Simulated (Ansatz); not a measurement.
C₃H₉BO (`BCCCO`). Charge 0, multiplicity 1. The geometry is a stationary point of PBE0-D4/def2-TZVP. It is one conformer, not always the lowest.

```xyz
14

B    -1.043   -0.149    2.013
C     0.000   -0.173    0.869
C    -0.348    0.518   -0.443
C     0.708    0.350   -1.520
O     0.914   -0.997   -1.894
H    -2.200    0.078    1.790
H    -0.718   -0.423    3.133
H     1.000    0.109    1.224
H     0.077   -1.269    0.703
H    -0.488    1.591   -0.268
H    -1.303    0.136   -0.816
H     1.652    0.811   -1.192
H     0.396    0.867   -2.431
H     1.354   -1.448   -1.170
```

(1) What is the dipole moment at PBE/def2-TZVPP? (Estimate.)

(2) And with r2SCAN, B3LYP, ωB97M-V? (Best estimate.)

(3) Give the Mulliken charges with PBE, r2SCAN, B3LYP in def2-TZVPP. (Best estimate.)

Answers

(1) Computed: 1.24 D, with components (0.77, 0.50, 0.83) D in this frame, pointing from negative to positive charge.

(2) Computed: r2SCAN 1.30 D, B3LYP 1.35 D, ωB97M-V 1.36 D.

(3) The calculation gave: 
```tsv
atom	PBE	r2SCAN	B3LYP
B1	-0.07	-0.01	-0.09
C2	-0.18	-0.14	-0.17
C3	-0.07	0.02	-0.06
C4	0.01	0.13	0.03
O5	-0.32	-0.37	-0.35
H6	0.02	0.00	0.03
H7	0.02	0.00	0.04
H8	0.09	0.06	0.09
H9	0.06	0.03	0.05
H10	0.05	0.01	0.05
H11	0.07	0.03	0.07
H12	0.06	0.02	0.06
H13	0.08	0.03	0.08
H14	0.18	0.19	0.18
```

B3LYP here is the variant with VWN-RPA as its local correlation; programs differ in this.
